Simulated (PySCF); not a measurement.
Ge(F)(SiH3), SMILES [Ge]([F])[SiH3], singlet at its B3LYP/def2-SVP optimised geometry (Å):

```
6

Ge    -1.5373    -0.2033     0.0000
F     -1.5929     1.5694     0.0000
Si     0.9839    -0.2033     0.0000
H      1.4750     0.4701     1.2444
H      1.4757     0.5853    -1.1737
H      1.5929    -1.5694    -0.0626
```

Method: B3LYP/def2-TZVP (PySCF).

Map of the Laplacian of the electron density (e/bohr⁵) on the plane z = 1.0 Å:

```
|%%%%%%%%%%%%%%%%%%%%%%%%%%%%%|
|%%%%%%%%%%%%%%%%%%%%%%%%%%%%%|
|%%%%%%%%%%%%%%%%%%%%%%%%%%%%%|
|%%%%%%%%%%%%%%%%%%%%%%%%%%%%%|
|%%%%%%%%%%%%%%%%%%%%%%%%%%%%%|
|%%%%%%%%%%%%%%%%%%%%%%%%%%%%%|
|%%%%%%%%%%%%%%%%%%%%%%%%%%%%%|
|%%%%%%%@@@@%%%%%%%%%%%%%%%%%%|
|%%%%%%@@@@@%%%%%%%%%%%%%%%%%%|
|%%%%%%@@@@@@%%%%%%%%%%%%%%%%%|
|%%%%%%%@@@@%%%%%%%@@@%%%%%%%%|
|%%%%%%%@@@@%%%%%%@%%%@%%%%%%%|
|%%%%%%%%@@%%%%%%%%* *%%%%%%%%|
|%%%%%%%%@@@%%%%%%%+.*%%%%%%%%|
|%%%%%%%%@@@%%%%%%%#*%%%%%%%%%|
|%%%%%%%%@@@%%%%%%%%%%%%%%%%%%|
|%%%%%%%%%@@%%%%%%%%%%%%%%%%%%|
|%%%%%%%%%%%%%%%%%%%%%%%%%%%%%|
|%%%%%%%%%%%%%%%%%%%%%%%%%%%%%|
|%%%%%%%%%%%%%%%%%%%%%%%%%%%%%|
|%%%%%%%%%%%%%%%%%%%%%%%%%%%%%|
|%%%%%%%%%%%%%%%%%%%%%%%%%%%%%|
|%%%%%%%%%%%%%%%%%%%%%%%%%%%%%|
|%%%%%%%%%%%%%%%%%%%%%%%%%%%%%|
|%%%%%%%%%%%%%%%%%%%%%%%%%%%%%|
|%%%%%%%%%%%%%%%%%%%%%%%%%%%%%|
|%%%%%%%%%%%%%%%%%%%%%%%%%%%%%|
|%%%%%%%%%%%%%%%%%%%%%%%%%%%%%|
|%%%%%%%%%%%%%%%%%%%%%%%%%%%%%|
```
Scale: ten equal steps from -0.834 (start of ' ') to 0.146 (end of '@'), in the order ' .:-=+*#%@'; x runs from -4.00 to 4.00, y from -4.00 (bottom) to 4.00 (top).
